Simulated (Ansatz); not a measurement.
# Molecular dynamics of C2H3BClFS

The input (input.yaml):

```yaml
crystal:
  periodic: [false, false, false]
  atoms:
    - { symbol: C, position_ang: [-0.100696, -1.499054, -0.137154] }
    - { symbol: C, position_ang: [0.268883, -0.454785, 0.620313] }
    - { symbol: F, position_ang: [0.97308, -0.687304, 1.74062] }
    - { symbol: B, position_ang: [-0.082165, 1.028336, 0.312863] }
    - { symbol: S, position_ang: [-0.983585, 1.507571, -1.233449] }
    - { symbol: Cl, position_ang: [0.35861, 2.238796, 1.497124] }
    - { symbol: H, position_ang: [0.157161, -2.520127, 0.15143] }
    - { symbol: H, position_ang: [-0.669904, -1.322484, -1.048674] }
    - { symbol: H, position_ang: [0.167116, 1.662753, -1.920173] }
basis:
  gaussian: { orbitals: def2-SVP }
hamiltonian:
  xc: r2scanh
  dispersion: d4
md:
  timestep: 0.5
  n_steps: 200
  ensemble: nve
  temperature: 100.0
  initial_velocities: maxwell_boltzmann
  seed: 8537
```

Launched with:

```bash
$ ansatz run input.yaml --threads 2 --pin off --max-ram 3072MiB --backend cpu --events-out ev --progress --plain --runs-dir out
```

It starts at the highest image of a converged band, a first-order saddle point between two minima.

Output, in part (step lines, the closing report, with atoms numbered from 0):

```
md step     0: t =     0.00 fs  T =   100.0 K  F+E_penalty+E_count = -28858.88950286 eV  E_kin = 0.090482 eV  conserved = -28858.79902086 eV  (27 SCF iters)
md step     1: t =     0.50 fs  T =    93.4 K  F+E_penalty+E_count = -28858.88349261 eV  E_kin = 0.084530 eV  conserved = -28858.79896250 eV  (31 SCF iters)
md step     2: t =     1.00 fs  T =    76.0 K  F+E_penalty+E_count = -28858.86737346 eV  E_kin = 0.068759 eV  conserved = -28858.79861455 eV  (31 SCF iters)
md step     3: t =     1.50 fs  T =    53.9 K  F+E_penalty+E_count = -28858.84687255 eV  E_kin = 0.048784 eV  conserved = -28858.79808854 eV  (25 SCF iters)
md step     4: t =     2.00 fs  T =    36.1 K  F+E_penalty+E_count = -28858.83027447 eV  E_kin = 0.032637 eV  conserved = -28858.79763739 eV  (24 SCF iters)
md step     5: t =     2.50 fs  T =    29.9 K  F+E_penalty+E_count = -28858.82455136 eV  E_kin = 0.027035 eV  conserved = -28858.79751599 eV  (25 SCF iters)
md step     6: t =     3.00 fs  T =    37.3 K  F+E_penalty+E_count = -28858.83156737 eV  E_kin = 0.033772 eV  conserved = -28858.79779514 eV  (25 SCF iters)
md step     7: t =     3.50 fs  T =    53.9 K  F+E_penalty+E_count = -28858.84703622 eV  E_kin = 0.048731 eV  conserved = -28858.79830480 eV  (25 SCF iters)
[... lines left out ...]
Total energy: -28858.90645579 eV, -1060.5452509808 hartree
Atom 0 at    -0.134155    -1.512291    -0.155164 Å, force     0.662000    -0.740402     0.431827 eV/Å
Atom 1 at     0.239781    -0.462551     0.595860 Å, force    -0.113602     0.031487     0.409294 eV/Å
Atom 2 at     0.908116    -0.656301     1.746477 Å, force     0.277335    -0.510755    -0.069633 eV/Å
Atom 3 at    -0.088201     1.015136     0.346751 Å, force    -0.252161     0.354956    -0.783092 eV/Å
Atom 4 at    -0.897419     1.482601    -1.238637 Å, force    -0.310761    -0.221761    -0.117345 eV/Å
Atom 5 at     0.401291     2.252137     1.466364 Å, force    -0.047261     0.048059     0.348354 eV/Å
Atom 6 at     0.235074    -2.525036     0.136600 Å, force    -0.462097     0.629586    -0.213565 eV/Å
Atom 7 at    -0.748749    -1.390299    -1.046670 Å, force     0.121077     0.104348     0.015958 eV/Å
Atom 8 at    -2.038921     1.867969    -0.628392 Å, force     0.125470     0.304483    -0.021798 eV/Å
Dipole moment:    -0.277194    -0.186319    -0.125214 e Å
```

The steps, from the saved trajectory:

| time (fs) | T (K) | potential energy less start (eV) | conserved less start (meV/atom) |
| --- | --- | --- | --- |
| 0 | 100 | 0.000 | 0.00 |
| 3 | 37 | 0.058 | 0.14 |
| 6 | 48 | 0.048 | 0.08 |
| 9 | 42 | 0.053 | 0.08 |
| 12 | 26 | 0.068 | 0.13 |
| 15 | 87 | 0.012 | 0.00 |
| 18 | 34 | 0.061 | 0.14 |
| 21 | 77 | 0.021 | 0.02 |
| 24 | 37 | 0.058 | 0.09 |
| 27 | 28 | 0.066 | 0.11 |
| 30 | 65 | 0.032 | 0.06 |
| 33 | 40 | 0.055 | 0.14 |
| 36 | 85 | 0.014 | 0.04 |
| 39 | 47 | 0.049 | 0.11 |
| 42 | 62 | 0.035 | 0.06 |
| 45 | 74 | 0.024 | 0.05 |
| 48 | 81 | 0.018 | 0.11 |
| 51 | 135 | -0.031 | 0.06 |
| 54 | 144 | -0.039 | 0.11 |
| 57 | 192 | -0.082 | 0.09 |
| 60 | 244 | -0.130 | 0.09 |
| 63 | 323 | -0.201 | 0.09 |
| 66 | 427 | -0.296 | 0.06 |
| 69 | 516 | -0.376 | 0.06 |
| 72 | 570 | -0.425 | 0.07 |
| 75 | 596 | -0.449 | 0.05 |
| 78 | 570 | -0.425 | 0.08 |
| 81 | 525 | -0.384 | 0.08 |
| 84 | 464 | -0.328 | 0.07 |
| 87 | 363 | -0.237 | 0.11 |
| 90 | 292 | -0.173 | 0.04 |
| 93 | 174 | -0.066 | 0.11 |
| 96 | 138 | -0.034 | 0.05 |
| 99 | 109 | -0.008 | 0.06 |

The run went to its last step. The conserved energy stayed within 0.17 meV per atom of its start (net change 0.028 meV per atom), so the integration is sound. The kinetic energy rose, since the run started high on the potential surface and went downhill. A run of 0.1 ps of so small a system gives no equilibrium averages. The orbitals stay closed-shell, which can raise the energy where a bond breaks towards radicals; this wasn't checked here.

The same pairs are bonded in the first frame and the last. Pairs count as bonded within 1.25 times the sum of covalent radii (0.12 Å more for H–H).

Last frame:

```xyz
9
Properties=species:S:1:pos:R:3
C -0.134 -1.512 -0.155
C 0.240 -0.463 0.596
F 0.908 -0.656 1.746
B -0.088 1.015 0.347
S -0.897 1.483 -1.239
Cl 0.401 2.252 1.466
H 0.235 -2.525 0.137
H -0.749 -1.390 -1.047
H -2.039 1.868 -0.628
```

The run took 15 min on 2 threads of Intel(R) Xeon(R) Platinum 8375C CPU @ 2.90GHz (Ice Lake) (shared host), peak memory 0.29 GiB.
